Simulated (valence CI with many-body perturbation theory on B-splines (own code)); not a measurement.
From CI to CI+MBPT in K⁶⁺

Level of theory: configuration interaction combined with many-body perturbation theory (CI+MBPT): three valence electrons over a frozen Dirac-Fock core [Ne], a basis of 11 s, 11 p, 9 d, 7 f, 5 g, 2 h, 1 i functions for each j, with the one-electron correlation potential Σ1 (screened to all orders), the two-electron term Σ2, the three-electron term Σ3, Breit, model QED; selected single and double excitations, second order for the rest, scaled by the run's own slope (own B-spline code, finite nucleus).

Against 57 measured levels this calculation errs by 92 cm⁻¹ on average and by 206 at most. These come from a selection out of Sansonetti, J. Phys. Chem. Ref. Data 37, 7 (2008). Levels without a partner in it may be off by more.

Each rung adds one term. CI alone is the Dirac-Coulomb CI over the frozen core; QED comes last and gives the full result, which names the levels. Energies are above 3s2 3p 2P°_1/2 on the same rung, in cm⁻¹.

Names give the largest LS component (configuration and term), which can be under half, so a name can repeat, a term be missing and a line seem to break the LS rules; names also repeat where a configuration has a term twice. Letters in brackets count levels of one name in rising energy.

| Level | CI alone | Σ1 | Σ2 | Σ3 | Breit | QED | Full |
| --- | --- | --- | --- | --- | --- | --- | --- |
| 3s2 3p 2P°_3/2 | 3196 | +46 | +8 | +1 | -121 | +8 | 3139 |
| 3s 3p2 4P_1/2 | 113945 | -64 | +996 | +52 | +19 | -134 | 114814 |
| 3s 3p2 4P_3/2 | 115109 | -47 | +1000 | +52 | -25 | -131 | 115958 |
| 3s 3p2 4P_5/2 | 116899 | -22 | +1001 | +52 | -107 | -127 | 117697 |
| 3s 3p2 2D_3/2 | 151644 | +53 | +331 | +36 | -83 | -113 | 151868 |
| 3s 3p2 2D_5/2 | 151837 | +59 | +327 | +36 | -109 | -112 | 152038 |
| 3s 3p2 2S_1/2 | 194282 | +153 | -956 | -63 | -50 | -129 | 193236 |
| 3s 3p2 2P_1/2 | 209403 | +163 | -2671 | -34 | -33 | -138 | 206690 |
| 3s 3p2 2P_3/2 | 211401 | +189 | -2692 | -33 | -107 | -133 | 208624 |
| 3s2 3d 2D_3/2 | 252985 | +248 | -2173 | -164 | -226 | -9 | 250661 |
| 3s2 3d 2D_5/2 | 253126 | +264 | -2169 | -166 | -262 | -8 | 250785 |
| 3p3 2D°_3/2 | 297357 | +40 | +551 | +93 | -97 | -224 | 297720 |
| 3p3 2D°_5/2 | 297689 | +45 | +554 | +92 | -127 | -223 | 298030 |
| 3p3 4S°_3/2 | 310007 | +57 | -1670 | +35 | -41 | -273 | 308115 |
| 3s 3p 3d 4F°_3/2 | 333575 | +80 | +633 | -20 | -160 | -129 | 333979 |
| 3s 3p 3d 4F°_5/2 | 334248 | +94 | +631 | -20 | -203 | -127 | 334622 |
| 3p3 2P°_1/2 | 336577 | +154 | -884 | -7 | -91 | -238 | 335511 |
| 3s 3p 3d 4F°_7/2 | 335206 | +113 | +629 | -20 | -259 | -124 | 335544 |
| 3p3 2P°_3/2 | 336607 | +158 | -866 | -7 | -107 | -236 | 335549 |
| 3s 3p 3d 4F°_9/2 | 336468 | +138 | +628 | -19 | -326 | -121 | 336768 |
| 3s 3p 3d 4P°_5/2 | 363533 | +170 | -652 | -127 | -218 | -127 | 362580 |
| 3s 3p 3d 4P°_3/2 | 364385 | +172 | -673 | -124 | -225 | -126 | 363409 |
| 3s 3p 3d 4P°_1/2 | 365066 | +179 | -652 | -124 | -231 | -124 | 364114 |
| 3s 3p 3d 4D°_1/2 | 367276 | +141 | -1194 | -91 | -217 | -125 | 365790 |
| 3s 3p 3d 4D°_3/2 | 367681 | +152 | -1174 | -92 | -245 | -124 | 366198 |
| 3s 3p 3d 4D°_5/2 | 368038 | +159 | -1201 | -90 | -271 | -123 | 366513 |
| 3s 3p 3d 4D°_7/2 | 368247 | +165 | -1253 | -86 | -296 | -123 | 366654 |
| 3s 3p 3d 2D°_5/2 [a] | 378345 | +189 | -1827 | -66 | -235 | -154 | 376252 |
| 3s 3p 3d 2D°_3/2 [a] | 378359 | +186 | -1830 | -66 | -216 | -154 | 376280 |
| 3s 3p 3d 2F°_5/2 [a] | 395507 | +246 | -896 | -161 | -201 | -130 | 394365 |
| 3s 3p 3d 2F°_7/2 [a] | 398065 | +285 | -899 | -156 | -306 | -124 | 396866 |

The middle columns are the shifts that each term adds.

Question: How does the ionisation energy move along the ladder, and which term matters most?

Answer: CI alone 117.73, + Σ1 118.21, + Σ2 118.04, + Σ3 118.02, + Breit 117.98, + QED 117.99 eV. The largest step is Σ1, 0.48 eV. NIST lists 117.56 ± 0.11 eV (measured), further off than its uncertainty and the later steps.
